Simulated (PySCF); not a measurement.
# SMILES C[C@@H]1CC[P@@]1(C)=O, C₅H₁₁OP

Geometry (Å), atoms numbered from 1 in this order:
```xyz
18

C    -0.920    2.195   -0.229
C    -0.876    0.723   -0.571
C    -1.469   -0.317    0.410
C    -0.506   -1.486    0.103
P     0.693   -0.253   -0.554
C     1.647    0.325    0.884
O     1.527   -0.477   -1.772
H    -0.472    2.395    0.757
H    -0.373    2.791   -0.976
H    -1.957    2.567   -0.203
H    -1.294    0.544   -1.577
H    -1.356    0.026    1.451
H    -2.535   -0.541    0.251
H    -0.861   -2.106   -0.734
H    -0.204   -2.137    0.935
H     2.127    1.281    0.626
H     1.027    0.454    1.782
H     2.437   -0.414    1.083
```

Computed with PySCF 2.14.0, TDDFT CAM-B3LYP/def2-SVPD circular dichroism and optical rotation, one conformer, gas phase. Geometry: PBE0-D3(BJ)/def2-SVP.

Stereocentres: C2 R, P5 R.

(1) Give the optical rotatory dispersion at 633, 589.3, 546, 436, 405, 365, 355 nm.

(2) And for the mirror image at 589.3 nm?

(3) What is the molar rotation [Φ] = [α]·M/100 of the geometry above at 589.3 nm?

## Answers

(1) [α] in deg dm⁻¹ (g/mL)⁻¹:
```tsv
λ (nm)	origin-invariant length gauge	modified velocity gauge	length gauge (centre of mass)	isotropic polarisability (au)
633	+51.5	+49.7	+51.7	85.0
589.3	+60.6	+58.6	+60.9	85.2
546	+72.5	+70.2	+72.8	85.6
436	+127.0	+123.3	+127.5	87.0
405	+154.8	+150.4	+155.3	87.6
365	+208.1	+202.7	+208.8	88.7
355	+226.1	+220.4	+226.8	89.0
```

(2) -60.6 deg dm⁻¹ (g/mL)⁻¹ (origin-invariant length gauge): the same size and the opposite sign.

(3) With M = 118.12 g/mol, +71.6 deg cm² dmol⁻¹ (origin-invariant length gauge).

The first excitation lies at 7.21 eV (172 nm) with R = +9.8 × 10⁻⁴⁰ esu² cm² (velocity form).
